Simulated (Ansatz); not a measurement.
Relaxation of the cluster Li2Cl2 with RKS r2SCAN-D4/def2-TZVP.

```sh
$ ansatz run in.yaml --threads 4 --pin off --events-out ev --progress --plain --max-ram 3916MiB
```

```yaml
crystal:
  periodic: [false, false, false]
  atoms:
    - {symbol: Li, position_ang: [-0.096040, -2.468540, 0.211250]}
    - {symbol: Li, position_ang: [0.115270, 0.955180, -0.124780]}
    - {symbol: Cl, position_ang: [1.042700, -0.975760, -0.441680]}
    - {symbol: Cl, position_ang: [-1.061930, 2.489120, 0.355220]}
basis:
  gaussian: {orbitals: def2-TZVP}
hamiltonian: {xc: r2scan, dispersion: d4}
scf: {omitted_lower_state_checks: [starts]}
output: {orbitals: {seedname: orbitals}}
relax: {f_tol: 0.02, max_steps: 100}
```

Run time 19 s (4 threads of Arm Neoverse V1 on a shared host).

Positions (Å) and forces (eV/Å) at steps 1, 2, 3, 4, 5, 6, 7, 8, 9, 10, 11, 13 of 13:

```xyz
4
step=1 energy=-25458.3898 eV
Li   -0.096   -2.469    0.211   -0.505   -0.616    0.287
Li    0.115    0.955   -0.125    0.314   -0.054   -0.151
Cl    1.043   -0.976   -0.442    0.636    0.226   -0.325
Cl   -1.062    2.489    0.355   -0.445    0.444    0.189
4
step=2 energy=-25458.4527 eV
Li   -0.115   -2.499    0.223   -0.296   -0.314    0.166
Li    0.150    0.991   -0.143    0.209    0.004   -0.102
Cl    1.062   -0.993   -0.451    0.355    0.106   -0.181
Cl   -1.096    2.502    0.371   -0.267    0.203    0.117
4
step=3 energy=-25458.5137 eV
Li   -0.228   -2.443    0.276    0.020    0.157   -0.020
Li    0.305    1.078   -0.220   -0.121    0.124    0.050
Cl    1.131   -1.028   -0.486   -0.045   -0.053    0.026
Cl   -1.208    2.393    0.430    0.146   -0.228   -0.056
4
step=4 energy=-25458.5637 eV
Li   -0.317   -2.283    0.303   -0.042    0.164    0.014
Li    0.380    1.117   -0.278    0.057   -0.106   -0.008
Cl    1.166   -1.030   -0.488    0.017    0.039   -0.021
Cl   -1.229    2.197    0.463   -0.032   -0.097    0.016
4
step=5 energy=-25458.6249 eV
Li   -0.389   -2.104    0.331    0.005    0.244   -0.017
Li    0.423    1.080   -0.285    0.009   -0.001    0.000
Cl    1.225   -1.038   -0.526   -0.060   -0.021    0.028
Cl   -1.259    2.063    0.480    0.046   -0.222   -0.010
4
step=6 energy=-25458.7183 eV
Li   -0.456   -1.923    0.353   -0.038    0.317   -0.002
Li    0.481    1.074   -0.310    0.009    0.007   -0.003
Cl    1.253   -1.044   -0.542   -0.031   -0.017    0.015
Cl   -1.278    1.893    0.499    0.060   -0.306   -0.010
4
step=7 energy=-25458.8455 eV
Li   -0.533   -1.741    0.377    0.084    0.506   -0.070
Li    0.535    1.110   -0.347    0.044   -0.194    0.001
Cl    1.299   -1.077   -0.556   -0.240    0.123    0.100
Cl   -1.301    1.709    0.527    0.111   -0.434   -0.032
4
step=8 energy=-25459.0459 eV
Li   -0.568   -1.549    0.385   -0.110    0.595    0.016
Li    0.566    1.081   -0.359    0.137   -0.123   -0.054
Cl    1.294   -1.065   -0.557   -0.038    0.067    0.009
Cl   -1.293    1.533    0.532    0.011   -0.539    0.028
4
step=9 energy=-25459.2941 eV
Li   -0.607   -1.357    0.396   -0.184    0.716    0.042
Li    0.600    1.066   -0.375    0.171   -0.101   -0.074
Cl    1.300   -1.066   -0.561    0.007    0.051   -0.010
Cl   -1.292    1.357    0.541    0.006   -0.666    0.043
4
step=10 energy=-25459.5585 eV
Li   -0.643   -1.165    0.405   -0.166    0.582    0.039
Li    0.631    1.058   -0.391    0.186   -0.105   -0.084
Cl    1.301   -1.068   -0.562    0.016    0.060   -0.013
Cl   -1.288    1.176    0.549   -0.037   -0.537    0.058
4
step=11 energy=-25459.6045 eV
Li   -0.681   -0.973    0.412    0.241   -0.697   -0.064
Li    0.670    1.036   -0.414    0.060   -0.023   -0.026
Cl    1.304   -1.062   -0.562   -0.023    0.018    0.008
Cl   -1.294    0.999    0.564   -0.278    0.702    0.082
4
step=13 energy=-25459.6478 eV
Li   -0.665   -1.035    0.410   -0.003   -0.004    0.000
Li    0.665    1.036   -0.409    0.002    0.003   -0.002
Cl    1.306   -1.062   -0.565   -0.003    0.003    0.002
Cl   -1.307    1.062    0.563    0.004   -0.002    0.000
```

The structure comes from a short search, and lower isomers may exist.
